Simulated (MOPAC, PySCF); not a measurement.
C$_{9}$H$_{9}$B$_{2}$N, SMILES `Bc1ccc2nccc(B)c2c1`, neutral singlet in the gas phase. 

Z-matrix (Å, degrees):
```
C
C 1 1.4205
H 2 1.0996 1 118.64
C 2 1.4058 3 119.02 1 -180.00
C 4 1.4365 2 118.15 3 -180.00
C 5 1.3819 4 121.42 2 0.00
H 6 1.0997 5 122.55 4 180.00
H 5 1.1012 6 120.00 7 0.00
C 6 1.4279 7 117.04 5 -180.00
N 9 1.3671 6 117.66 7 0.00
C 10 1.3246 9 118.11 6 179.99
H 11 1.1058 10 116.50 9 180.00
C 11 1.4209 12 119.72 10 -180.00
H 13 1.1010 11 119.47 12 0.01
C 13 1.4012 14 119.90 11 180.00
B 4 1.5450 2 120.23 3 0.01
H 16 1.2175 4 119.98 2 -0.01
H 16 1.2177 17 119.62 4 -180.00
B 15 1.5527 13 118.48 14 -0.03
H 19 1.2140 15 122.98 13 -179.88
H 19 1.2164 20 118.78 3 179.86
```
Charge 0, multiplicity 1.

All levels are single points at this geometry (PBE-D3(BJ)/def2-SVP); Pople sets use spherical d functions. Orbital energies aren't observables, and empty levels follow the basis.

PM7 in MOPAC gives gap (eV) = 7.64.

Task: Estimate the gap (eV) from each of these levels: PBE-D3(BJ)/def2-TZVP in PySCF; B3LYP/3-21G in PySCF; BP86/6-31G* in PySCF; M06-2X/6-31G* in PySCF; SVWN5/6-31G* in PySCF; HF/3-21G in PySCF; AM1 in MOPAC; PM3 in MOPAC.

Result: 
| level | gap (eV) |
|---|---|
| PBE-D3(BJ)/def2-TZVP in PySCF | 2.40 |
| B3LYP/3-21G in PySCF | 3.85 |
| BP86/6-31G* in PySCF | 2.43 |
| M06-2X/6-31G* in PySCF | 5.93 |
| SVWN5/6-31G* in PySCF | 2.25 |
| HF/3-21G in PySCF | 9.19 |
| AM1 in MOPAC | 8.15 |
| PM3 in MOPAC | 7.70 |
